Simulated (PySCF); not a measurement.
Li (lithium, neutral) across methods

[He] 2p1, 2P determinant (an excited configuration). All numbers are calculated (PySCF 2.14, the spin-free X2C one-electron Hamiltonian (Gaussian nucleus), in x2c-TZVPPall).

```json
{"method": "wB97M-V", "E (hartree)": "-7.3951", "mean ε 1s α (eV)": "-58.924", "mean ε 1s β (eV)": "-58.815", "mean ε 2p α (eV)": "-2.712", "Σ⟨r²⟩ (bohr²)": "18.78", "⟨S²⟩": "0.750"}
{"method": "UHF", "E (hartree)": "-7.35797", "mean ε 1s α (eV)": "-68.094", "mean ε 1s β (eV)": "-68.050", "mean ε 2p α (eV)": "-3.293", "Σ⟨r²⟩ (bohr²)": "19.84", "⟨S²⟩": "0.750"}
{"method": "r2SCAN", "E (hartree)": "-7.4149", "mean ε 1s α (eV)": "-54.029", "mean ε 1s β (eV)": "-53.984", "mean ε 2p α (eV)": "-1.569", "Σ⟨r²⟩ (bohr²)": "19.79", "⟨S²⟩": "0.750"}
{"method": "PBEsol", "E (hartree)": "-7.3343", "mean ε 1s α (eV)": "-51.916", "mean ε 1s β (eV)": "-51.827", "mean ε 2p α (eV)": "-1.494", "Σ⟨r²⟩ (bohr²)": "19.68", "⟨S²⟩": "0.750"}
{"method": "PBE0", "E (hartree)": "-7.4012", "mean ε 1s α (eV)": "-56.561", "mean ε 1s β (eV)": "-56.474", "mean ε 2p α (eV)": "-2.084", "Σ⟨r²⟩ (bohr²)": "19.69", "⟨S²⟩": "0.750"}
{"method": "M06-L", "E (hartree)": "-7.4342", "mean ε 1s α (eV)": "-54.037", "mean ε 1s β (eV)": "-54.044", "mean ε 2p α (eV)": "-1.631", "Σ⟨r²⟩ (bohr²)": "19.73", "⟨S²⟩": "0.750"}
{"method": "PBE", "E (hartree)": "-7.3991", "mean ε 1s α (eV)": "-52.464", "mean ε 1s β (eV)": "-52.363", "mean ε 2p α (eV)": "-1.589", "Σ⟨r²⟩ (bohr²)": "19.63", "⟨S²⟩": "0.750"}
{"method": "LDA", "E (hartree)": "-7.2792", "mean ε 1s α (eV)": "-51.620", "mean ε 1s β (eV)": "-51.533", "mean ε 2p α (eV)": "-1.443", "Σ⟨r²⟩ (bohr²)": "19.48", "⟨S²⟩": "0.750"}
```

Q: Estimate the same row for CAM-B3LYP.

A: E (hartree) = -7.4018; mean ε 1s α (eV) = -57.951; mean ε 1s β (eV) = -57.882; mean ε 2p α (eV) = -2.790; Σ⟨r²⟩ (bohr²) = 19.39; ⟨S²⟩ = 0.750.
